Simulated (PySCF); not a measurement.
CH6ClNSi, SMILES [SiH](Cl)(N)C. Atoms are numbered in the order given.

```xyz
10

Si    -0.2549    -0.0485     0.5044
C      1.2278    -1.0365     1.0632
N     -1.5269    -1.1202     0.0564
Cl     0.4023     1.1903    -1.0700
H     -0.7877     0.8713     1.5402
H      0.9708    -1.6660     1.9299
H      1.5838    -1.6901     0.2504
H      2.0574    -0.3690     1.3423
H     -1.3243    -1.8984    -0.5658
H     -2.4495    -0.7427    -0.1422
```

Coordinates come from a B3LYP-D3(BJ)/def2-SVP optimisation. Other conformers were not sampled.

Level of theory: TDA-PBE/def2-SVPD in PySCF.

Vertical excitations. The molecule is in vacuum.

```json
[
 {"state": "S1", "energy (eV)": "6.28", "λ (nm)": "198", "f": "0.043", "main pairs": "HOMO→LUMO 95 %"},
 {"state": "S2", "energy (eV)": "6.72", "λ (nm)": "185", "f": "0.001", "main pairs": "HOMO→LUMO+2 89 %"},
 {"state": "S3", "energy (eV)": "6.86", "λ (nm)": "181", "f": "0.012", "main pairs": "HOMO−1→LUMO 98 %"},
 {"state": "S4", "energy (eV)": "6.98", "λ (nm)": "178", "f": "0.071", "main pairs": "HOMO→LUMO+1 77 %"},
 {"state": "S5", "energy (eV)": "7.28", "λ (nm)": "170", "f": "0.004", "main pairs": "HOMO→LUMO+3 67 %, HOMO−2→LUMO 28 %"},
 {"state": "S6", "energy (eV)": "7.33", "λ (nm)": "169", "f": "0.073", "main pairs": "HOMO−2→LUMO 62 %, HOMO→LUMO+3 28 %"},
 {"state": "S7", "energy (eV)": "7.41", "λ (nm)": "167", "f": "0.009", "main pairs": "HOMO−1→LUMO+1 81 %"},
 {"state": "S8", "energy (eV)": "7.54", "λ (nm)": "165", "f": "0.059", "main pairs": "HOMO−1→LUMO+2 84 %, HOMO−1→LUMO+1 13 %"},
 {"state": "S9", "energy (eV)": "7.78", "λ (nm)": "159", "f": "0.001", "main pairs": "HOMO−2→LUMO+1 67 %, HOMO−2→LUMO+2 30 %"},
 {"state": "S10", "energy (eV)": "7.92", "λ (nm)": "157", "f": "0.005", "main pairs": "HOMO→LUMO+4 75 %, HOMO−2→LUMO+2 14 %"},
 {"state": "T1", "energy (eV)": "5.96", "λ (nm)": "208", "f": "0", "main pairs": "HOMO→LUMO 98 %"},
 {"state": "T2", "energy (eV)": "6.38", "λ (nm)": "194", "f": "0", "main pairs": "HOMO→LUMO+1 95 %"},
 {"state": "T3", "energy (eV)": "6.64", "λ (nm)": "187", "f": "0", "main pairs": "HOMO→LUMO+2 96 %"},
 {"state": "T4", "energy (eV)": "6.77", "λ (nm)": "183", "f": "0", "main pairs": "HOMO−1→LUMO 99 %"}
]
```
Triplets are in the Tamm–Dancoff approximation.
